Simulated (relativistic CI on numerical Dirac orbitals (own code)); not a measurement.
# Tb⁺: calculation against measurement

Calculated at this level of theory: Dirac-Coulomb-Breit CI, orbitals from a KLI potential per configuration, model QED, valence Slater integrals scaled by 0.85, P86 correlation energy added to each configuration (own radial code, finite nucleus).

CI space (outside the closed core [Xe]): 4f9.6s, 4f9.6p, 4f8.6s2, 4f9.5d, 4f9.6d, 4f9.6f, 4f9.7s, 4f10, 4f9.8s, 4f8.7s2. The list is cut by size and lacks configurations that can hold low levels.

```tsv
Configuration	Term (tabulated)	J	Measured (cm⁻¹)	Computed	Error	Purity (%)
4f9.6s	(15/2,1/2)°	8	0.0	0	0	94
4f9.6p	(15/2,1/2)	8	25975.2	23097	-2879	61
4f9.6p	(15/2,3/2) †	8	28014.9	25305	-2710	59
4f9.6p	(15/2,3/2) †	9	28488.8	25443	-3046	94
4f9.6p	(13/2,3/2)	8	31078.5	28355	-2724	77
```

Measured levels from NIST Handbook of Basic Atomic Spectroscopic Data (Sansonetti and Martin, J. Phys. Chem. Ref. Data 34, 1559 (2005)); pairs were made by configuration, J and term (by order where the table uses no LS term), so strongly mixed levels may be paired wrongly.

Mean error by configuration (cm⁻¹): 4f9.6p -2801. Over the excited levels the mean absolute error is 2801 cm⁻¹ (4 of the 21 excited levels that our extract of the source holds in range could be paired, and the others can miss by more), and the median relative error of those above 1,000 cm⁻¹ is 9.9 %. Some levels of the ground configuration have no partner. † marks terms whose computed intervals miss the measured ones by more than a factor of 2.5, or configurations far off the rest, from wrong mixing, a near crossing or a doubtful label or measurement; they are left out of the means.
